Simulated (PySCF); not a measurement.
# C₆ coefficients of unlike pairs at PW91

Calculated with PySCF 2.14 from the dipole response of each species, C₆(A,B) = (3/π) ∫ α_A(iu) α_B(iu) du, in atomic units, from isotropic polarisabilities. For ions this is the dispersion term alone; charge-induced terms of lower order in 1/R come first.

```csv
species,configuration,basis,relativity,α (bohr³),C₆ (like pair)
Br,[Ar] 3d10 4s2 4p5 (2P),aug-cc-pwCVTZ-PP with ECP10MDF (8s7p6d4f1g),core potential,22.05,180.9
Ge³⁺,[Ar] 3d10 4s1 (2S),aug-cc-pwCVTZ-PP with ECP10MDF (8s7p6d4f1g),core potential,5.840,13.98
Ge²⁺,[Ar] 3d10 4s2 (1S),def2-TZVPPD (7s5p5d1f),none,10.68,39.82
```

(1) Estimate C₆ for Ge³⁺ with Br.

No spin-orbit coupling is included.

The other pairs:

| pair | C₆ |
| --- | --- |
| Ge²⁺, Ge³⁺ | 23.23 |
| Ge²⁺, Br | 84.78 |

Results:

(1) The integral gives 49.69. The combination rule 2 C_A C_B / (C_A α_B/α_A + C_B α_A/α_B) gives 50.23 and the geometric mean 50.29.
